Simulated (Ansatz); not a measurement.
`[Br][InH2]` at its PBE0-D4/def2-TZVP geometry, where that method's forces vanish. Charge 0, multiplicity 1. In: def2 effective core potential.

```json
{"atom": "Br1", "x (Å)": "0.988", "y (Å)": "-1.815", "z (Å)": "0.742"}
{"atom": "In2", "x (Å)": "-0.130", "y (Å)": "0.238", "z (Å)": "-0.097"}
{"atom": "H3", "x (Å)": "0.453", "y (Å)": "0.738", "z (Å)": "-1.621"}
{"atom": "H4", "x (Å)": "-1.311", "y (Å)": "0.839", "z (Å)": "0.977"}
```

Task: For each bond, give half the difference of the two atoms' forces along it (eV/Å; positive pushes the atoms apart) under PBE-D4, r2SCAN-D4, B3LYP-D4, ωB97M-V in def2-TZVPP. (An estimate is asked.)

Result: Ansatz gave: 
```tsv
bond	length (Å)	PBE-D4	r2SCAN-D4	B3LYP-D4	ωB97M-V
Br1–In2	2.484	0.18	0.06	0.24	-0.03
In2–H3	1.706	0.04	-0.04	-0.01	-0.06
In2–H4	1.706	0.04	-0.04	-0.01	-0.06
```

B3LYP here is the variant with VWN-RPA as its local correlation; programs differ in this.
